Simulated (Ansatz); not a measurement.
The cluster Cd2SCl2⁺. Total charge 1; doublet. Geometry r2SCAN-D4/def2-SVP, that of the neutral singlet; atoms count from 1.

Cartesian coordinates in Å:
```
Cd -0.571 0.294 1.634
Cd 1.064 -0.344 -1.354
S 1.597 -0.152 0.907
Cl -2.682 0.741 2.398
Cl 0.592 -0.539 -3.584
```

In the def2 sets Cd takes a core potential; there is no spin–orbit coupling. The structure comes from a short search, and lower isomers may exist.

(1) Estimate the Mulliken populations from the PBE0/def2-TZVP orbitals of Ansatz.

(2) Where does the spin sit?

(3) And the Mayer bond orders between heavy atoms (over 0.3)?

Results:

(1) 
| atom | charge (e) | spin (α − β) | d electrons |
| --- | --- | --- | --- |
| Cd1 | 0.80 | -0.02 | 9.97 |
| Cd2 | 0.80 | -0.02 | 9.97 |
| S3 | -0.11 | 0.89 | – |
| Cl4 | -0.25 | 0.07 | – |
| Cl5 | -0.25 | 0.07 | – |
Mulliken values depend strongly on the basis.

(2) Summed by element: Cd -0.04, S 0.89, Cl 0.15, of 1 unpaired in all. Largest on single atoms: S3 0.89, Cl4 0.07, Cl5 0.07.

(3) Cd1–S3 0.78 (2.33 Å); Cd1–Cl4 1.05 (2.29 Å); Cd2–S3 0.78 (2.33 Å); Cd2–Cl5 1.05 (2.29 Å).
